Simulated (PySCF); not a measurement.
Input for PySCF: R-HF/STO-3G on CH3NO (SMILES NC=O), a point of a torsion scan.

```python
from pyscf import gto, scf, dft, mp
from pyscf.data.elements import chemcore

mol = gto.M(
    atom='''
    N    -0.68629513   -0.09367309   -0.17462455
    C     0.65377158    0.01171008    0.04043679
    O     1.40803353   -0.91590843    0.14319594
    H    -1.17326721   -0.83497064    0.30832490
    H    -1.21530257    0.76502907   -0.21202455
    H     1.01270200    1.05505736   -0.06207932
    ''',
    basis='sto-3g',
    charge=0, spin=0, verbose=3, max_memory=1800)
mf = scf.RHF(mol)
mf.conv_tol = 1e-8
mf.max_cycle = 100
mf.kernel()
if not mf.converged:
    mf = mf.newton().run(mf.mo_coeff, mf.mo_occ)
```

**Question.** What total energy does the run end on?

**Answer.** -166.6833 hartree.
